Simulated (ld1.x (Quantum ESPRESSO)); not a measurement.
Which change was made? (B, TM)

- Element: B
- Generator: ld1.x (Quantum ESPRESSO) 7.5
- Type: norm-conserving Troullier–Martins (Kleinman–Bylander form)
- Functional: LDA (PZ)
- Relativity: non-relativistic
- Frozen core: [He]
- Valence charge: 3
- Reference configuration: 2s2 2p0 (charge +1)
- Partial waves: 2p (bound, empty): rc 1.75 bohr; 3d channel at -0.15 Ry: rc 1.50 bohr; 2s (bound): rc 1.05 bohr
- Local potential: the s channel
- Core correction: a·sin(br)/r model core inside 0.80 bohr

Cutoffs, loose and tight: the cutoffs (Ry, on a coarse ladder) from which the occupation-weighted sum of valence levels, in a spherical-Bessel basis at the reference potential, stays within 10 and 1 mRy of its value at 400 Ry. They do not see the model core or the augmentation charge, which bear on the density cutoff. Test errors are all-electron minus pseudo excitation energies from the reference, over the configurations 2s2 2p1; 2s1 2p0; 2s2 2p0.5; 2s1 2p2; 2s2 2p1.3; 2s0 2p3; 2s1 2p1 (two spin-polarised tests are not counted in the largest error); variants that change the core or the reference have their own tests. The largest error is taken over the tests solved by every variant that gives reliable tests at all, those not shown here included: 2s0 2p3; 2s1 2p0; 2s1 2p1; 2s1 2p2; 2s2 2p0.5; 2s2 2p1.3.

The base gives: outcome: generated; cutoff, loose: 50 Ry; cutoff, tight: 110 Ry; bound ghosts: none; largest test error (meV): +42.

**Question.** After one change the result is: outcome: generated; cutoff, loose: 21 Ry; cutoff, tight: 50 Ry; bound ghosts: none; largest test error (meV): +40. Which change was it?
A. type PAW; waves now 2s (bound): rcut 0.90, rcutus 1.05 bohr; 2s channel at 3 Ry: rcut 0.90, rcutus 1.05 bohr; 2p (bound): rcut 1.50, rcutus 1.75 bohr; 2p channel at 1.85 Ry: rcut 1.50, rcutus 1.75 bohr; 3d channel at -0.15 Ry: rcut 1.30, rcutus 1.50 bohr; local potential all-electron potential smoothed inside 1.05 bohr (lloc = -1); augmentation BESSEL, radius 1.05 bohr
B. all radii but the core radius scaled by about 0.88 (s 0.92, p 1.54, d 1.32 bohr)
C. reference 2s2 2p1
D. wave 2s (bound): rc 1.05 bohr becomes 2s (bound): rc 1.48 bohr

**Answer.** D. The others give: all radii but the core radius scaled by about 0.88 (s 0.92, p 1.54, d 1.32 bohr) → outcome: generated; cutoff, loose: 80 Ry; cutoff, tight: 180 Ry; bound ghosts: none; largest test error (meV): +51 | type PAW; waves now 2s (bound): rcut 0.90, rcutus 1.05 bohr; 2s channel at 3 Ry: rcut 0.90, rcutus 1.05 bohr; 2p (bound): rcut 1.50, rcutus 1.75 bohr; 2p channel at 1.85 Ry: rcut 1.50, rcutus 1.75 bohr; 3d channel at -0.15 Ry: rcut 1.30, rcutus 1.50 bohr; local potential all-electron potential smoothed inside 1.05 bohr (lloc = -1); augmentation BESSEL, radius 1.05 bohr → outcome: generated, overlap not positive; bound ghosts: not determined (overlap not positive); largest test error (meV): -2.9 | reference 2s2 2p1 → outcome: generated; cutoff, loose: 45 Ry; cutoff, tight: 110 Ry; bound ghosts: none; largest test error (meV): +55. A file whose overlap is not positive is unfit for use, and its test errors describe a broken file.
